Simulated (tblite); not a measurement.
Compound: C3H11NSi3.
Structure used (GFN2-xTB), in Å, numbered top down from 1:
```xyz
18
C3H11NSi3 angstrom
C     -2.0981   -0.0735   -1.1921
C     -1.5611    0.5133   -0.1421
Si    -1.5146    0.8784    1.6772
C     -0.1720    0.8593    0.3073
N      0.9237   -0.0416    0.0899
Si     0.7193   -1.7227    0.4579
Si     2.1959    0.5758   -0.9213
H     -3.1436   -0.3396   -1.2314
H     -1.5188   -0.2879   -2.0807
H     -1.7592   -0.1772    2.6434
H     -1.8611    2.2149    2.1384
H      0.1091    1.8761    0.0329
H      2.0627   -2.2923    0.4726
H      0.0988   -1.8016    1.7821
H     -0.1169   -2.4358   -0.5154
H      1.7665    0.7067   -2.3195
H      3.3183   -0.3474   -0.8128
H      2.5425    1.9014   -0.3979
```

Level: GFN2-xTB in tblite, geometry and Hessian alike; calculated harmonic values, unscaled, isolated species. The method is semi-empirical: single wavenumbers can be off by several per cent or more. Modes of hydrogen on silicon can be 10 to 20 % off. One conformer, not necessarily the lowest. The optimisation stopped once no atom felt more than 0.01 eV/Å.

Lowest wavenumbers of the output (negative numbers stand for imaginary wavenumbers):
```
mode    cm-1
  1     -29.0
  2      60.4
  3      80.4
  4     115.0
  5     166.7
  6     197.4
  7     223.4
  8     252.7
  9     288.7
 10     375.6
 11     438.3
 12     502.1
 13     528.3
 14     545.1
 15     557.3
```

Task: Is this structure a minimum?

Result: Not by this Hessian. 1 mode is imaginary beyond 20i (29i cm⁻¹), so at this level the point lies at or near a first-order saddle. The curvature is small, so loose convergence or finite differences may be the whole cause.

Task: Which atoms move in the imaginary mode?

Result: 29i: C1 (terminal =CH2 carbon) 20 %, Si6 (SiH3 silicon) 16 %, Si7 (SiH3 silicon) 13 %, Si3 (SiH2 silicon) 11 %. These are shares of the mass-weighted motion.

Task: What is the remedy?

Result: Step along that mode in both directions, optimise again with tighter thresholds and repeat the frequencies. The zero-point energy of this point (73.5 kcal/mol) counts the 47 real modes alone, and thermal corrections from it aren't those of a minimum.
